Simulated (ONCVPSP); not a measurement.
## Ta (Z = 73): one change to an ONCV potential, before and after

ONCVPSP 4.0.1 input, shortened (lines: element, Z, core and valence counts, functional; n l f; lmax; l rc ep ncon nbas qcut; lloc lpopt rc5 dvloc0; l nproj debl; icmod fcfact rcfact), LDA (Perdew-Zunger), scalar-relativistic:

```
  Ta 73.00   10    4        3      upf
    1    0    2.00
    2    0    2.00
    2    1    6.00
    3    0    2.00
    3    1    6.00
    3    2   10.00
    4    0    2.00
    4    1    6.00
    4    2   10.00
    4    3   14.00
    5    0    2.00
    5    1    6.00
    5    2    3.00
    6    0    1.00
    3
    0    2.15    0.00    5    8    4.30
    1    1.35    0.00    4    8    7.20
    2    2.50    0.00    4    9    5.90
    3    2.25    0.40    4    9    5.20
    4    5    1.05    0.00
    0    2    2.50
    1    3    1.90
    2    2    0.60
    3    2    1.20
    3    4.25    1.05
```

All-electron outer shells of the reference configuration (LDA (Perdew-Zunger), scalar-relativistic, ld1.x):

```tsv
shell	level (eV)	outermost node (bohr)	outermost maximum (bohr)
5s	-80.48	0.54	0.98
5p	-46.86	0.58	1.13
4f	-32.23	–	0.44
6s	-11.91	1.32	2.64
5d	-10.76	0.65	1.58
```

Change: s: qcut 6.3.

Cutoffs: the cutoffs (Ha) at which the residual kinetic energy of the hardest occupied pseudo-wave falls to 1 and 0.1 mHa per electron; they do not see the model core or the augmentation charge, which bear on the density cutoff. Errors are all-electron minus pseudo energies relative to the spin-unpolarised reference configuration.

Problem. What does the change do?

Solution. The potential gets neither clearly harder nor softer (26 Ha and 96 Ha → 26 Ha and 96 Ha); the bound ghost in s disappears; the lowest positive-energy flag moves from d at 110.1 eV to s at 1.3 eV; of the 4 tests that both files solve, the error grows in 1 and shrinks in 1 by more than 15 % and 0.3 meV (median size 4.7 → 4.2 meV).

| quantity | base | changed |
| --- | --- | --- |
| cutoff, loose | 26 Ha | 26 Ha |
| cutoff, tight | 96 Ha | 96 Ha |
| loose cutoff by channel | s 9.8 Ha, p 26 Ha, d 12 Ha | s 14 Ha, p 26 Ha, d 12 Ha |
| bound ghosts | s | none |
| GHOST(+) flags under 300 eV | d at 110.1 eV | s at 1.3 eV, d at 110.1 eV |
| error for 5s2 5p6 5d3 6s2, meV [ΔE -8.70 eV] | +3.3 | +3.5 |
| error for 5s2 5p6 5d3 6s0, meV [ΔE 15.31 eV] | -6.1 | -4.5 |
| error for 5s2 5p6 5d2 6s0, meV [ΔE 39.24 eV] | -11 | -9.9 |
| error for 5s2 5p6 5d2 6s2, meV [ΔE -0.79 eV] | +1.8 | +3.9 |
| s: phases at 2.18 bohr within 0.05 rad from the reference energy up to (Ha; the scan ends near 5) | -0.2 | 0.0 |
| p: phases at 1.37 bohr within 0.05 rad from the reference energy up to (Ha; the scan ends near 5) | to the end of the scan | to the end of the scan |
| d: phases at 2.55 bohr within 0.05 rad from the reference energy up to (Ha; the scan ends near 5) | 3.7 | 3.7 |
| f: phases at 2.29 bohr within 0.05 rad from the reference energy up to (Ha; the scan ends near 5) | 3.2 | 3.2 |
| rms error of d²Exc/dni dnj with the model core, mHa | 4.06 | 4.07 |

 A true bound ghost makes a file unfit for plane-wave use even where its test errors are small: the radial tests pick states by their node count and pass the ghost by.
